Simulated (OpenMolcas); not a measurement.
**Co I: from CASSCF to CASPT2**

| Property | Result |
| --- | --- |
| Program | OpenMolcas 26.06 |
| Basis | ANO-R2 [7s5p4d2f1g] |
| Scalar Hamiltonian | X2C, finite nucleus |
| Active space | 7 electrons in 5 orbitals (3d) |
| State averaging | 2S+1 = 4 even, 10 roots; 2S+1 = 2 even, 40 roots (35 in the spin-orbit step) |
| Spin-orbit coupling | RASSI with atomic mean-field integrals over the reference wave functions, term energies averaged over their components |

Methods on the same reference wave functions:
A. CASSCF
B. SS-CASPT2, IPEA 0.25 Eh, imaginary shift 0.1 Eh (closed shells correlated: 3s 3p 4s)

Energies in cm⁻¹ above 3d⁷ 4s² ⁴F_9/2, the measured ground level; measured values from NIST Handbook of Basic Atomic Spectroscopic Data.

```json
{"Level": "3d⁷ 4s² ⁴F_9/2", "A": "0.0", "B": "0.0", "Measured": "0.0"}
{"Level": "3d⁷ 4s² ⁴F_7/2", "A": "813", "B": "817", "Measured": "816"}
{"Level": "3d⁷ 4s² ⁴F_5/2", "A": "1415", "B": "1416", "Measured": "1407"}
{"Level": "3d⁷ 4s² ⁴F_3/2", "A": "1829", "B": "1825", "Measured": "1809"}
{"Level": "3d⁷ 4s² ²G_9/2", "A": "18859", "B": "15820", "Measured": ""}
{"Level": "3d⁷ 4s² ⁴P_5/2", "A": "18916", "B": "14980", "Measured": "13795"}
{"Level": "3d⁷ 4s² ⁴P_3/2", "A": "19192", "B": "15250", "Measured": "14036"}
{"Level": "3d⁷ 4s² ⁴P_1/2", "A": "19564", "B": "15630", "Measured": "14399"}
{"Level": "3d⁷ 4s² ²G_7/2", "A": "19632", "B": "16600", "Measured": ""}
{"Level": "3d⁷ 4s² ²P_3/2", "A": "24934", "B": "20720", "Measured": ""}
{"Level": "3d⁷ 4s² ²H_11/2", "A": "25060", "B": "21310", "Measured": ""}
{"Level": "3d⁷ 4s² ²P_1/2", "A": "25740", "B": "21700", "Measured": ""}
{"Level": "3d⁷ 4s² ²H_9/2", "A": "25741", "B": "22010", "Measured": ""}
{"Level": "3d⁷ 4s² ²D_5/2", "A": "27135", "B": "21980", "Measured": ""}
{"Level": "3d⁷ 4s² ²D_3/2", "A": "28335", "B": "23360", "Measured": ""}
{"Level": "3d⁷ 4s² ²F_5/2", "A": "43390", "B": "35360", "Measured": ""}
{"Level": "3d⁷ 4s² ²F_7/2", "A": "43703", "B": "35680", "Measured": ""}
```

Deviations, from unrounded energies. A percentage is the sum of absolute deviations over the sum of measured energies, with the sign that they share, or ± where signs differ.

| Against measurement | Levels | A | B |
| --- | --- | --- | --- |
| mean absolute deviation (cm-1) | 6 | 2600 | 610 |
| fine structure of the ground term (%) | 3 | ±0.8 | +0.6 |
| other terms of the ground configuration (%) | 3 | +36.6 | +8.6 |

B lies closest to measurement on these levels. The largest miss of B in the table is 3d⁷ 4s² ⁴P_1/2, by +1200 cm-1. The ranking rests on the paired levels alone, and a cruder setting can come out closer through cancelling errors.

From A to B the spin-free energies of the other terms of 3d⁷ 4s² shown, above ⁴F, scale by factors of 0.79 to 0.85, as is usual when dynamic correlation screens the repulsion within a d or f shell.

The lowest spin-free term lies below A's lowest term by 0.667 hartree in B.

CASPT2 does not keep the components of a term degenerate, so their means are used; among the terms shown or strongly mixed into the levels shown the widest spread is 1100 cm-1 (3d⁷ 4s² ⁴F, B). Some high roots are left out of the spin-orbit mixing, which shifts the levels that they would mix with. With the s shell closed, the reference lacks s² → p², s² → d² and s → d mixing, so excited terms can stand far too high and out of order, with CASPT2 too. Without dynamic correlation excited terms often stand tens of per cent too high (terms of higher spin than the ground term too low), and those without a measured partner can miss by more than the paired ones (holds for A). The CASPT2 spread within a term exceeds the gap to the next term for 3d⁷ 4s² ²P and 3d⁷ 4s² ²H, 3d⁷ 4s² ²H and 3d⁷ 4s² ²D, so the order of their levels is uncertain (holds for B). Computed and measured levels are paired by configuration, term and J; levels that our copy of the source lacks, or whose pairing is in doubt (as where it misses far off the trend of its configuration), stay unpaired and out of the deviations. Levels of configurations outside the active space are missing.
